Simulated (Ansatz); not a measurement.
Reaction (ligand exchange at a Ge–C bond): `[SiH3]C[CH2][GeH3]` + `N[SiH3]` → `[SiH3][NH][GeH3]` + `CC[SiH3]`

Computed with Ansatz on PBE0-D4/def2-TZVP structures; ΔE is electronic, products minus reactants. CCSD(T)/CBS adds triple-zeta CCSD(T) − MP2 to the extrapolated MP2 energy (def2 sets, frozen cores). This one scheme is used for every species. DFT in def2-TZVPP. B3LYP here is the variant with VWN-RPA as its local correlation; programs differ in this. For Ge outer-core shells are correlated without core-valence functions, which leaves a few kJ/mol of doubt a bond. Scalar relativity is left out up to krypton. One conformer a species, not always the lowest.

```csv
level,ΔE (kJ/mol),difference from CCSD(T)/CBS
PBE-D4,-21.8,3.3
r2SCAN-D4,-26.1,-1.0
ωB97X-V,-28.8,-3.7
PBE,-22.1,3.0
PBE0,-24.7,0.4
B3LYP,-28.7,-3.6
HF/def2-TZVPP,-40.5,-15.4
MP2/def2-TZVPP,-27.3,-2.2
SCS-MP2/def2-TZVPP,-31.1,-6.0
CCSD/def2-TZVPP,-29.1,-4.0
CCSD(T)/def2-TZVPP,-27.9,-2.8
HF/def2-QZVPP,-41.3,-16.2
MP2/def2-QZVPP,-26.0,-0.9
SCS-MP2/def2-QZVPP,-29.9,-4.8
HF/CBS(def2),-41.5,-16.4
CCSD/CBS(def2),-26.2,-1.1
CCSD(T)/CBS,-25.1,0
```

Largest T1 diagnostic among the species: 0.011.

In def2-TZVPP, CCSD(T) changes the Hartree–Fock value by +12.6 kJ/mol (the triples alone add +1.1 kJ/mol) and MP2 by +13.2 kJ/mol.
